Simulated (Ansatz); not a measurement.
Dissociation curve of SMILES [GaH3]. The Ga1–H4 bond (Ga1 also carries H, H; H4 carries nothing else) is pulled apart rigidly from the PBE0/def2-TZVP optimised geometry.

Methods: RHF/cc-pVDZ (Ansatz, a program for electronic structure); RMP2 = Ansatz with MP2 on RHF/cc-pVDZ, cores with 3d frozen; UHF/cc-pVDZ (Ansatz); UCCSD = CCSD on UHF/cc-pVDZ, cores with 3d frozen in Ansatz; UCCSD(T) = CCSD(T) on UHF/cc-pVDZ, cores with 3d frozen in Ansatz; RKS-CAM-B3LYP = restricted CAM-B3LYP/cc-pVDZ (Ansatz); UKS-CAM-B3LYP = Ansatz with unrestricted CAM-B3LYP/cc-pVDZ; RKS-BLYP = Ansatz with restricted BLYP/cc-pVDZ; UKS-BLYP = unrestricted BLYP/cc-pVDZ run with Ansatz; RKS-PBE = restricted PBE/cc-pVDZ in Ansatz; UKS-PBE = unrestricted PBE/cc-pVDZ in Ansatz; FCI = full CI/cc-pVDZ, cores with 3d frozen (Ansatz).

All curves are set to zero at 1.59 Å and compared with full CI in the same basis at 1.59, 1.66, 1.73, 1.82, 1.94, 2.11, 2.32, 2.62, 2.83, 3.12, 3.40, 3.76, 4.29, 4.78, 5.48 Å.

Which method stays most parallel to full CI over these points, and which least?

UCCSD(T) has the smallest spread and RHF the largest. In order (eV): UCCSD(T) 0.0974, UKS-BLYP 0.1003, UKS-PBE 0.1249, UCCSD 0.1409, UKS-CAM-B3LYP 0.3128, UHF 0.9366, RKS-BLYP 1.0418, RKS-PBE 1.1878, RMP2 1.4619, RKS-CAM-B3LYP 2.4910, RHF 3.5198.

Errors against full CI at some of the points (eV):

```csv
method,1.94 Å,2.32 Å,3.12 Å,3.76 Å,5.48 Å
UCCSD(T),0.004,0.014,0.085,0.059,-0.006
UKS-BLYP,-0.042,-0.100,-0.031,-0.029,-0.008
UKS-PBE,-0.019,-0.044,0.081,0.024,-0.025
UCCSD,0.010,0.036,0.131,0.062,-0.010
UKS-CAM-B3LYP,0.074,0.172,0.261,0.158,0.133
UHF,0.083,0.237,-0.315,-0.602,-0.700
RKS-BLYP,-0.042,-0.100,0.043,0.375,0.942
RKS-PBE,-0.019,-0.044,0.165,0.537,1.144
RMP2,0.055,0.173,0.681,1.187,1.200
RKS-CAM-B3LYP,0.074,0.172,0.687,1.322,2.491
RHF,0.083,0.254,1.007,1.864,3.520
```

The restricted form behind RHF, RMP2, RKS-CAM-B3LYP, RKS-BLYP, RKS-PBE keeps the bonding electrons paired and can't separate into open-shell fragments. The T1 diagnostic of CCSD on the restricted reference of RMP2 exceeds 0.045 at 3.12 to 5.48 Å. The unrestricted determinant behind UHF, UCCSD, UCCSD(T) is spin-contaminated at 2.32 to 5.48 Å (<S²> up to 1.0, against 0.00 for a pure singlet). The unrestricted determinant behind UKS-CAM-B3LYP is spin-contaminated at 2.62 to 5.48 Å (<S²> up to 1.0, against 0.00 for a pure singlet). The unrestricted determinant behind UKS-BLYP is spin-contaminated at 2.83 to 5.48 Å (<S²> up to 1.0, against 0.00 for a pure singlet). The unrestricted determinant behind UKS-PBE is spin-contaminated at 3.12 to 5.48 Å (<S²> up to 1.0, against 0.00 for a pure singlet).
